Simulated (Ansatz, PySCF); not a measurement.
Dissociation curve of MgH, doublet.

- UHF/def2-SVP (Ansatz, a first-principles code)
- UMP2 = MP2 on UHF/def2-SVP, frozen core run with Ansatz
- UKS-B3LYP/LANL2DZ = PySCF with unrestricted B3LYP/LANL2DZ, with its core potentials past Ne
- FCI = full CI/def2-SVP, frozen core in Ansatz
- UCCSD(T) = CCSD(T) on UHF/def2-SVP, frozen core in Ansatz

Energies are in kJ/mol, each relative to the lowest point of its own curve near equilibrium.

```json
[
 {"R / Å": "1.32", "UHF": "121.7", "UMP2": "118.8", "UKS-B3LYP/LANL2DZ": "122.0", "FCI": "119.7", "UCCSD(T)": "119.6"},
 {"R / Å": "1.40", "UHF": "70.6", "UMP2": "68.3", "UKS-B3LYP/LANL2DZ": "71.7", "FCI": "69.5", "UCCSD(T)": "69.4"},
 {"R / Å": "1.50", "UHF": "30.2", "UMP2": "28.8", "UKS-B3LYP/LANL2DZ": "31.6", "FCI": "30.0", "UCCSD(T)": "29.9"},
 {"R / Å": "1.57", "UHF": "13.6", "UMP2": "12.7", "UKS-B3LYP/LANL2DZ": "14.8", "FCI": "13.7", "UCCSD(T)": "13.6"},
 {"R / Å": "1.65", "UHF": "3.3", "UMP2": "[?]", "UKS-B3LYP/LANL2DZ": "4.0", "FCI": "3.5", "UCCSD(T)": "3.5"},
 {"R / Å": "1.68", "UHF": "1.3", "UMP2": "1.0", "UKS-B3LYP/LANL2DZ": "[?]", "FCI": "1.5", "UCCSD(T)": "1.5"},
 {"R / Å": "1.74", "UHF": "0.0", "UMP2": "0.0", "UKS-B3LYP/LANL2DZ": "0.0", "FCI": "0.0", "UCCSD(T)": "0.0"},
 {"R / Å": "1.77", "UHF": "[?]", "UMP2": "[?]", "UKS-B3LYP/LANL2DZ": "0.2", "FCI": "0.3", "UCCSD(T)": "0.3"},
 {"R / Å": "1.84", "UHF": "3.8", "UMP2": "4.3", "UKS-B3LYP/LANL2DZ": "2.9", "FCI": "3.2", "UCCSD(T)": "3.2"},
 {"R / Å": "1.90", "UHF": "8.8", "UMP2": "9.6", "UKS-B3LYP/LANL2DZ": "7.2", "FCI": "7.6", "UCCSD(T)": "7.7"},
 {"R / Å": "2.02", "UHF": "22.6", "UMP2": "24.4", "UKS-B3LYP/LANL2DZ": "20.0", "FCI": "20.1", "UCCSD(T)": "20.2"},
 {"R / Å": "2.13", "UHF": "37.8", "UMP2": "41.3", "UKS-B3LYP/LANL2DZ": "34.6", "FCI": "34.0", "UCCSD(T)": "34.2"},
 {"R / Å": "2.37", "UHF": "69.7", "UMP2": "[?]", "UKS-B3LYP/LANL2DZ": "68.9", "FCI": "65.9", "UCCSD(T)": "66.0"},
 {"R / Å": "2.65", "UHF": "93.9", "UMP2": "111.3", "UKS-B3LYP/LANL2DZ": "103.3", "FCI": "95.2", "UCCSD(T)": "95.1"},
 {"R / Å": "2.90", "UHF": "104.7", "UMP2": "122.8", "UKS-B3LYP/LANL2DZ": "124.8", "FCI": "109.8", "UCCSD(T)": "109.5"},
 {"R / Å": "3.11", "UHF": "109.2", "UMP2": "125.9", "UKS-B3LYP/LANL2DZ": "136.6", "FCI": "115.4", "UCCSD(T)": "115.0"},
 {"R / Å": "3.48", "UHF": "111.9", "UMP2": "125.5", "UKS-B3LYP/LANL2DZ": "147.9", "FCI": "118.4", "UCCSD(T)": "118.0"},
 {"R / Å": "3.85", "UHF": "112.1", "UMP2": "123.7", "UKS-B3LYP/LANL2DZ": "152.4", "FCI": "118.8", "UCCSD(T)": "118.3"},
 {"R / Å": "4.20", "UHF": "111.9", "UMP2": "122.8", "UKS-B3LYP/LANL2DZ": "[?]", "FCI": "118.7", "UCCSD(T)": "118.2"},
 {"R / Å": "4.77", "UHF": "111.6", "UMP2": "122.4", "UKS-B3LYP/LANL2DZ": "155.3", "FCI": "118.6", "UCCSD(T)": "118.0"},
 {"R / Å": "5.31", "UHF": "111.5", "UMP2": "122.3", "UKS-B3LYP/LANL2DZ": "155.8", "FCI": "118.5", "UCCSD(T)": "118.0"},
 {"R / Å": "6.11", "UHF": "111.5", "UMP2": "122.4", "UKS-B3LYP/LANL2DZ": "156.1", "FCI": "118.6", "UCCSD(T)": "118.0"},
 {"R / Å": "6.88", "UHF": "111.5", "UMP2": "122.4", "UKS-B3LYP/LANL2DZ": "156.2", "FCI": "118.6", "UCCSD(T)": "118.1"}
]
```

Task: What belongs in the gaps?

Result: 
- 1.65, UMP2: 2.8
- 1.68, UKS-B3LYP/LANL2DZ: 1.8
- 1.77, UHF: 0.4
- 1.77, UMP2: 0.6
- 2.37, UMP2: 80.6
- 4.20, UKS-B3LYP/LANL2DZ: 154.1

The unrestricted determinant behind UHF, UMP2, UCCSD(T) is spin-contaminated at 2.37 to 3.11 Å (<S²> up to 0.9, against 0.75 for a pure doublet).
